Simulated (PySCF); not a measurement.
CH₅Ge₂N, SMILES [CH]1=[N][GeH2][GeH2]1. Atoms are numbered in the order given.

```xyz
9

C     -1.5804     0.4897     0.0000
N     -1.5457    -0.7875     0.0000
Ge     0.3339    -1.2111     0.0000
Ge     0.2902     1.2562     0.0000
H     -2.5477     1.0297     0.0000
H      0.7258    -2.0148    -1.2602
H      0.7258    -2.0148     1.2602
H      0.7136     2.0643    -1.2525
H      0.7136     2.0643     1.2525
```

The structure is a stationary point at B3LYP-D3(BJ)/def2-SVP. The structure was generated by enumeration, and PubChem lists no compound with its InChIKey, so it may never have been made.

The numbers are results of PBE/def2-TZVP run with PySCF, not measurements.

ESP charges are fitted to the potential on shells at 1.4 to 2.0 van der Waals radii. Atomic charges (e):

```csv
atom,IAO,ESP fit,Löwdin,Mulliken
C1,-0.17,0.27,-0.41,-0.13
N2,-0.43,-0.49,-0.06,-0.22
Ge3,0.44,0.33,0.29,0.20
Ge4,0.24,-0.07,(withheld),0.03
H5,0.14,0.04,0.11,0.12
H6,-0.06,-0.04,(withheld),0.00
H7,-0.06,-0.04,(withheld),0.00
H8,-0.06,0.00,(withheld),0.00
H9,-0.06,0.00,(withheld),0.00
```

Problem. Complete the blanks. (The exact figures need the calculation; the answer reports its results.)

Solution. 
- Ge4, Löwdin: 0.27
- H6, Löwdin: -0.05
- H7, Löwdin: -0.05
- H8, Löwdin: -0.05
- H9, Löwdin: -0.05
